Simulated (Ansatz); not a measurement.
Two structures of SiNH5SF2, closed shell, reached by relaxing down either side of one saddle point (PBE0-D4/def2-TZVP). Energies are electronic, without zero-point energy. Program: Ansatz 0.2.0. Basis: def2-TZVPP and def2-QZVPP. Cores are frozen in the correlated methods. Extrapolation: Hartree–Fock as exp(−7.88 √X), correlation as X^−2.97. First:

```csv
atom,x (Å),y (Å),z (Å)
Si1,-0.8161,0.4851,-0.4060
S2,0.2015,1.9125,0.8386
F3,-1.7883,-0.6425,0.2182
F4,-0.2866,0.1220,-1.8872
H5,-1.8516,1.4845,-0.7818
H6,0.6605,-1.1462,1.1129
N7,0.6507,-0.9530,0.1177
H8,1.2443,1.2258,1.3345
H9,1.5802,-0.6779,-0.1795
H10,0.4056,-1.8103,-0.3674
```

Second:

Si1  (-0.911, -0.224, -0.816)
S2  (1.344, 1.818, 1.797)
F3  (-1.657, -0.938, -2.023)
F4  (0.029, 0.856, -1.499)
H5  (-1.930, 0.407, 0.031)
H6  (1.061, 0.568, 1.383)
N7  (0.082, -1.247, 0.100)
H8  (1.399, 2.271, 0.535)
H9  (0.911, -1.658, -0.301)
H10  (-0.328, -1.853, 0.793)
(Å)

(1) Which bonds change from the first to the second?

(2) Give the saddle point's structure and its height above each. (To be estimated.)

The T1 diagnostic stays at or below 0.012.

## Answers

(1) SiH₂SF₂ ([F][SiH]([F])[SH]) + NH₃ → SiNH₃F₂ ([NH2][SiH]([F])[F]) + H₂S; bonds formed: S2–H6; dative contacts that become bonds: Si1–N7; bonds broken: Si1–S2, H6–N7.

(2) Computed: 101.7 kJ/mol above the first and 109.8 kJ/mol above the second (CCSD(T) at an estimated basis limit (MP2 extrapolated from triple and quadruple zeta, plus CCSD(T) − MP2 in triple zeta)).
Si1  (-0.783, 0.118, -0.598)
S2  (0.584, 1.597, 1.304)
F3  (-1.534, -0.941, -1.545)
F4  (0.059, 0.927, -1.666)
H5  (-1.899, 0.691, 0.152)
H6  (0.690, -0.079, 1.025)
N7  (0.314, -1.012, 0.303)
H8  (1.655, 1.870, 0.541)
H9  (1.066, -1.376, -0.275)
H10  (-0.151, -1.793, 0.758)
(Å)

Labels in which every atom is bracketed show which atoms are joined, not bond orders.

For scale, one of the runs: CCSD(T)/def2-TZVPP, 247 basis functions, launched by `ansatz run in.yaml --threads 8 --pin off --events-out ev --progress --plain --max-ram 19148MiB`. Hardware: 8 CPU threads of an Intel Xeon 6975P-C, shared host. Wall time 30 s; peak host memory 5.7 GiB.
